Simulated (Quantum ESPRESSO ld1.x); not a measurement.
Question: All-electron atom: Cr in [Ar] 3d5 4s1. Calculated with ld1.x of Quantum ESPRESSO 7.5: Dirac Kohn-Sham, revPBE, spin-unpolarised, spherical densities, point nucleus; open shells fill j = l - 1/2 first. Some entries of the table are withheld. Estimate them.

orbital,occ.,eigenvalue (Ry),r(max) (bohr),<r^2> (bohr^2)
1s1/2,2,-432.198,0.042,0.005430
2s1/2,2,(1),0.244,(2)
2p1/2,2,-41.6124,0.197,(3)
2p3/2,4,-40.9768,0.198,(4)
3s1/2,2,-5.43704,0.779,0.9398
3p1/2,2,-3.38565,0.791,1.090
3p3/2,4,-3.31116,0.804,1.110
4s1/2,1,-0.28873,2.76,13.98
3d3/2,4,-0.21092,0.837,3.319
3d5/2,1,-0.20526,0.844,3.380

Answer: 
(1) 2s1/2 eigenvalue (Ry): -49.0238
(2) 2s1/2 <r^2> (bohr^2): 0.1014
(3) 2p1/2 <r^2> (bohr^2): 0.08196
(4) 2p3/2 <r^2> (bohr^2): 0.08365
